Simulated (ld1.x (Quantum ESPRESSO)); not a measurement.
## Reading a pseudo-wave (Cl (Z = 17))

Columns: radius, all-electron u(r) and pseudo u(r) of the 3s shell (level -26.02 eV) of chlorine in the configuration [Ne] 3s2 3p4.5; PBE, non-relativistic, TM semilocal scheme, ld1.x (Quantum ESPRESSO) 7.5.

```tsv
r (bohr)	all-electron	pseudo
0.055	0.2327	0.0650
0.110	0.0511	0.1259
0.165	-0.1833	0.1789
0.220	-0.3526	0.2211
0.275	-0.4326	0.2512
0.330	-0.4331	0.2702
0.385	-0.3735	0.2809
0.440	-0.2739	0.2879
0.495	-0.1508	0.2961
0.550	-0.0171	0.3103
0.605	0.1178	0.3349
0.660	0.2474	0.3734
0.715	0.3675	0.4278
0.770	0.4756	0.4969
0.825	0.5706	0.5750
0.880	0.6522	0.6525
0.935	0.7207	0.7207
0.990	0.7765	0.7765
1.045	0.8201	0.8201
1.100	0.8527	0.8527
1.155	0.8752	0.8752
1.210	0.8887	0.8887
1.265	0.8942	0.8942
1.320	0.8929	0.8929
1.375	0.8856	0.8856
1.430	0.8733	0.8733
```

Problem. How many radial nodes do the two functions have?

Solution. The all-electron 3s function has n − l − 1 = 2; the pseudo-wave has 0, since the states of the same l below it are removed with the core.

Problem. At about which radius was the pseudo-wave matched?

Solution. 0.95 bohr. The columns agree to 0.0005 from 0.88 bohr on; several derivatives are matched, so the curves merge somewhat inside the radius.

Problem. Is the pseudo-wave norm-conserving?

Solution. Yes: the TM semilocal scheme keeps the norm inside the radius equal to the all-electron one, which fixes the energy derivative of the logarithmic derivative at the level.
